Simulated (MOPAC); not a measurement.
MOPAC input (PM3):

```
PM3 PRECISE GNORM=0.05 LET XYZ UHF MS=0.5 GEO-OK AUX(PRECISION=9) THREADS=1
C2H8GeN

C    -1.84229800 1   -0.45451500 1    0.63244700 1
N    -0.58078300 1    0.25094600 1    0.55422500 1
C    -0.67835600 1    1.65373000 1    0.89757800 1
Ge    0.78031900 1   -0.36065600 1   -0.55781900 1
H    -2.60353900 1   -0.02695100 1   -0.03459800 1
H    -2.23584800 1   -0.40444100 1    1.65446100 1
H    -1.70853100 1   -1.50442800 1    0.37337800 1
H    -1.03957100 1    1.76237200 1    1.92695800 1
H    -1.37555400 1    2.19729500 1    0.24512200 1
H     0.29874400 1    2.13134500 1    0.83060900 1
H     0.83135400 1   -1.88867400 1   -0.24176800 1
H     2.05215300 1    0.32255500 1    0.03631400 1
```

Output:

```
 *******************************************************************************
 **                                                                           **
 **                              MOPAC v23.2.5                                **
 **                                                                           **
 *******************************************************************************
 ** MOPAC's Digital Object Identifier: https://doi.org/10.5281/zenodo.6511958 **
 **                                                                           **
 ** Please cite the open-source release paper for use of this MOPAC version:  **
 ** J. E. Moussa and J. J. P. Stewart (2026)                                  **
 ** MOPAC: An open-source semiempirical molecular orbital program             **
 ** J. Open Source Softw., 11(119), 8025, https://doi.org/10.21105/joss.08025 **
 *******************************************************************************

                              PM3 CALCULATION RESULTS

 *******************************************************************************
 *  PM3        - The PM3 Hamiltonian to be used
 *  GEO-OK     - OVERRIDE INTERATOMIC DISTANCE AND OTHER SAFETY CHECKS
 *  UHF        - UNRESTRICTED HARTREE-FOCK CALCULATION
 *  MS=        - IN MECI, MAGNETIC COMPONENT OF SPIN =  0.5
 *  LET        - OVERRIDE SOME SAFETY CHECKS
 *  PRECISE    - TIGHTER CRITERIA TO BE USED
 *  XYZ        - CARTESIAN COORDINATE SYSTEM TO BE USED
 *  GNORM      - EXIT WHEN GRADIENT NORM DROPS BELOW 0.050
 *  AUX        - OUTPUT AUXILIARY INFORMATION
 *******************************************************************************
PM3 PRECISE GNORM=0.05 LET XYZ UHF MS=0.5 GEO-OK AUX(PRECISION=9) THREADS=1
 C2H8GeN

   ATOM   CHEMICAL          X               Y               Z
  NUMBER   SYMBOL      (ANGSTROMS)     (ANGSTROMS)     (ANGSTROMS)

     1       C         -1.84229800  *  -0.45451500  *   0.63244700  *
     2       N         -0.58078300  *   0.25094600  *   0.55422500  *
     3       C         -0.67835600  *   1.65373000  *   0.89757800  *
     4      Ge          0.78031900  *  -0.36065600  *  -0.55781900  *
     5       H         -2.60353900  *  -0.02695100  *  -0.03459800  *
     6       H         -2.23584800  *  -0.40444100  *   1.65446100  *
     7       H         -1.70853100  *  -1.50442800  *   0.37337800  *
     8       H         -1.03957100  *   1.76237200  *   1.92695800  *
     9       H         -1.37555400  *   2.19729500  *   0.24512200  *
    10       H          0.29874400  *   2.13134500  *   0.83060900  *
    11       H          0.83135400  *  -1.88867400  *  -0.24176800  *
    12       H          2.05215300  *   0.32255500  *   0.03631400  *

          CARTESIAN COORDINATES

    NO.       ATOM           X           Y           Z

     1         C         -1.8423     -0.4545      0.6324
     2         N         -0.5808      0.2509      0.5542
     3         C         -0.6784      1.6537      0.8976
     4        Ge          0.7803     -0.3607     -0.5578
     5         H         -2.6035     -0.0270     -0.0346
     6         H         -2.2358     -0.4044      1.6545
     7         H         -1.7085     -1.5044      0.3734
     8         H         -1.0396      1.7624      1.9270
     9         H         -1.3756      2.1973      0.2451
    10         H          0.2987      2.1313      0.8306
    11         H          0.8314     -1.8887     -0.2418
    12         H          2.0522      0.3226      0.0363

  H: (PM3): J. J. P. STEWART, J. COMP. CHEM. 10, 209 (1989).
  C: (PM3): J. J. P. STEWART, J. COMP. CHEM. 10, 209 (1989).
  N: (PM3): J. J. P. STEWART, J. COMP. CHEM. 10, 209 (1989).
 Ge: (PM3): J. J. P. STEWART, J. COMP. CHEM. 12, 320-341 (1991).

           Empirical Formula: C2 H8 N Ge  =    12 atoms

      MOLECULAR POINT GROUP   :   Cs

          UHF CALCULATION, NO. OF ALPHA ELECTRONS =   13
                           NO. OF BETA  ELECTRONS =   12

          Geometry optimization using EF

          DIAGONAL MATRIX USED AS START HESSIAN

 CYCLE:     1  GRAD.:    68.829 HEAT:  25.31527
 CYCLE:     2  GRAD.:   203.160 HEAT:  30.99285
 CYCLE:     3  GRAD.:    86.057 HEAT:  21.39197
 CYCLE:     4  GRAD.:   254.732 HEAT:  34.16931
 CYCLE:     5  GRAD.:   144.583 HEAT:  22.34649
 CYCLE:     6  GRAD.:   220.907 HEAT:  34.68425
 CYCLE:     7  GRAD.:   113.556 HEAT:  21.47538
 CYCLE:     8  GRAD.:   138.992 HEAT:  17.76665
 CYCLE:     9  GRAD.:   181.725 HEAT:  22.69374
 CYCLE:    10  GRAD.:   130.118 HEAT:  21.61162
 CYCLE:    11  GRAD.:    34.410 HEAT:  10.74976
 CYCLE:    12  GRAD.:    35.972 HEAT:  10.37580
 CYCLE:    13  GRAD.:   128.275 HEAT:  13.67245
 CYCLE:    14  GRAD.:    22.522 HEAT:  10.15531
 CYCLE:    15  GRAD.:    21.939 HEAT:  9.906363
 CYCLE:    16  GRAD.:    41.685 HEAT:  10.21573
 CYCLE:    17  GRAD.:    20.958 HEAT:  9.906006
 CYCLE:    18  GRAD.:    25.796 HEAT:  9.900945
 CYCLE:    19  GRAD.:    43.092 HEAT:  10.34242
 CYCLE:    20  GRAD.:     9.863 HEAT:  9.741273
 CYCLE:    21  GRAD.:    19.644 HEAT:  9.900944
 CYCLE:    22  GRAD.:     3.062 HEAT:  9.694876
 CYCLE:    23  GRAD.:     1.655 HEAT:  9.690681
 CYCLE:    24  GRAD.:     0.831 HEAT:  9.688082
 CYCLE:    25  GRAD.:     1.798 HEAT:  9.680360
 CYCLE:    26  GRAD.:     2.525 HEAT:  9.672331
 CYCLE:    27  GRAD.:     1.616 HEAT:  9.664738
 CYCLE:    28  GRAD.:     0.611 HEAT:  9.662968
 CYCLE:    29  GRAD.:     0.722 HEAT:  9.661770
 CYCLE:    30  GRAD.:     1.023 HEAT:  9.660801
 CYCLE:    31  GRAD.:     1.215 HEAT:  9.658707
 CYCLE:    32  GRAD.:     0.763 HEAT:  9.656062
 CYCLE:    33  GRAD.:     0.624 HEAT:  9.654556
 CYCLE:    34  GRAD.:     1.074 HEAT:  9.650910
 CYCLE:    35  GRAD.:     0.960 HEAT:  9.648793
 CYCLE:    36  GRAD.:     0.667 HEAT:  9.645227
 CYCLE:    37  GRAD.:     0.515 HEAT:  9.644015
 CYCLE:    38  GRAD.:     0.419 HEAT:  9.642666
 CYCLE:    39  GRAD.:     0.277 HEAT:  9.642264
 CYCLE:    40  GRAD.:     0.135 HEAT:  9.641915
 CYCLE:    41  GRAD.:     0.119 HEAT:  9.641861
 CYCLE:    42  GRAD.:     0.047 HEAT:  9.641848

     GRADIENT =  0.04741 IS LESS THAN CUTOFF =  0.05000

 -------------------------------------------------------------------------------
 PM3 PRECISE GNORM=0.05 LET XYZ UHF MS=0.5 GEO-OK AUX(PRECISION=9) THREADS=1
 C2H8GeN

     GEOMETRY OPTIMISED USING EIGENVECTOR FOLLOWING (EF).
     SCF FIELD WAS ACHIEVED

                              PM3 CALCULATION
                                                       MOPAC v23.2.5 Linux

          FINAL HEAT OF FORMATION =          9.64185 KCAL/MOL =      40.34149 KJ/MOL

          COSMO AREA              =        127.93 SQUARE ANGSTROMS
          COSMO VOLUME            =        119.09 CUBIC ANGSTROMS

          GRADIENT NORM           =          0.04741          =       0.01369 PER ATOM
          IONIZATION POTENTIAL    =          8.476839 EV
          ALPHA SOMO LUMO (EV)    =         -8.477 -0.260
          BETA  SOMO LUMO (EV)    =         -8.968 -1.571
          NO. OF ALPHA ELECTRONS  =         13
          NO. OF BETA  ELECTRONS  =         12
          MOLECULAR WEIGHT        =        118.6819         POINT GROUP:  C2v

          MOLECULAR DIMENSIONS (Angstroms)

            Atom       Atom       Distance
            H    12    H     5     4.83093
            H    11    H     8     4.49948
            H     6    H     9     2.55005

          SCF CALCULATIONS        =         43

   ATOM   CHEMICAL          X               Y               Z
  NUMBER   SYMBOL      (ANGSTROMS)     (ANGSTROMS)     (ANGSTROMS)

     1       C         -1.86607062  *  -0.48053937  *   0.59609393  *
     2       N         -0.66253277  *   0.31257324  *   0.42286121  *
     3       C         -0.66587703  *   1.69392203  *   0.86947871  *
     4      Ge          0.79914073  *  -0.40002981  *  -0.32648615  *
     5       H         -2.71661908  *  -0.03834945  *   0.05608113  *
     6       H         -2.14480998  *  -0.55608052  *   1.65782807  *
     7       H         -1.68184139  *  -1.48995205  *   0.20411074  *
     8       H         -0.86466350  *   1.76366821  *   1.94941243  *
     9       H         -1.43670338  *   2.28034070  *   0.34737545  *
    10       H          0.31849871  *   2.13392913  *   0.65992347  *
    11       H          0.86730048  *  -1.80667834  *  -0.80372078  *
    12       H          2.06205316  *   0.35769659  *  -0.53154545  *

                             CARTESIAN COORDINATES

   1    C       -1.866070619    -0.480539371     0.596093927
   2    N       -0.662532770     0.312573237     0.422861213
   3    C       -0.665877028     1.693922032     0.869478715
   4   Ge        0.799140728    -0.400029812    -0.326486153
   5    H       -2.716619082    -0.038349453     0.056081131
   6    H       -2.144809984    -0.556080520     1.657828074
   7    H       -1.681841388    -1.489952049     0.204110738
   8    H       -0.864663501     1.763668208     1.949412429
   9    H       -1.436703384     2.280340701     0.347375455
  10    H        0.318498705     2.133929131     0.659923468
  11    H        0.867300482    -1.806678336    -0.803720782
  12    H        2.062053155     0.357696592    -0.531545454

           Empirical Formula: C2 H8 N Ge  =    12 atoms

      MOLECULAR POINT GROUP   :   C2v

          ALPHA EIGENVALUES
 -35.55961 -28.59199 -21.62529 -17.09221 -16.72754 -16.46546 -14.15645 -13.81383
 -13.42749 -12.96483 -11.68428 -11.24024  -8.47684  -0.25998   1.07634   2.48661
   3.09032   3.36349   3.49815   3.59042   3.65047   3.70152   4.48883   4.77916

           BETA EIGENVALUES
 -35.43769 -28.57817 -21.33946 -17.01514 -16.63216 -15.92708 -14.07147 -13.80610
 -13.45745 -12.86864 -11.71766  -8.96782  -1.57086   0.06286   0.97076   2.59444
   3.13938   3.40298   3.53679   3.63552   3.70471   3.77546   4.84905   4.89488

              NET ATOMIC CHARGES AND DIPOLE CONTRIBUTIONS

  ATOM NO.   TYPE          CHARGE      No. of ELECS.   s-Pop       p-Pop
    1          C          -0.099991        4.1000     1.14975     2.95024
    2          N          -0.023195        5.0232     1.41159     3.61161
    3          C          -0.099987        4.1000     1.14975     2.95023
    4         Ge           0.084878        3.9151     0.55674     3.35839
    5          H           0.052909        0.9471     0.94709
    6          H           0.052908        0.9471     0.94709
    7          H           0.073443        0.9266     0.92656
    8          H           0.052909        0.9471     0.94709
    9          H           0.052914        0.9471     0.94709
   10          H           0.073438        0.9266     0.92656
   11          H          -0.110119        1.1101     1.11012
   12          H          -0.110108        1.1101     1.11011
 DIPOLE           X         Y         Z       TOTAL
 POINT-CHG.    -2.235     1.090     1.146     2.738
 HYBRID        -0.853     0.416     0.438     1.045
 SUM           -3.088     1.505     1.584     3.783

          ATOMIC ORBITAL ELECTRON POPULATIONS

     Atom    s        px        py        pz
    1  C   1.14975   0.93933   0.99136   1.01956
    2  N   1.41159   1.15343   1.05724   1.40094
    3  C   1.14975   1.03550   0.90643   1.00830
    4 Ge   0.55674   0.90937   1.04632   1.40270
    5  H   0.94709
    6  H   0.94709
    7  H   0.92656
    8  H   0.94709
    9  H   0.94709
   10  H   0.92656
   11  H   1.11012
   12  H   1.11011

                    (SZ)    =    0.500000
                    (S**2)  =    0.756325

          ATOMIC ORBITAL SPIN POPULATIONS

    Atom   Total    s     px     py     pz
         Atomic
    1  C -0.0368 -0.004 -0.014 -0.008 -0.010
    2  N  0.5487  0.016  0.063  0.056  0.414
    3  C -0.0368 -0.004 -0.006 -0.016 -0.011
    4 Ge  0.5394  0.025  0.065  0.077  0.371
    5  H  0.0189  0.019
    6  H  0.0190  0.019
    7  H  0.0024  0.002
    8  H  0.0190  0.019
    9  H  0.0189  0.019
   10  H  0.0024  0.002
   11  H -0.0475 -0.048
   12  H -0.0476 -0.048

 **********************
 *                    *
 * JOB ENDED NORMALLY *
 *                    *
 **********************

 == MOPAC DONE ==
```

The geometry given is a B3LYP-D3(BJ)/def2-TZVP minimum.
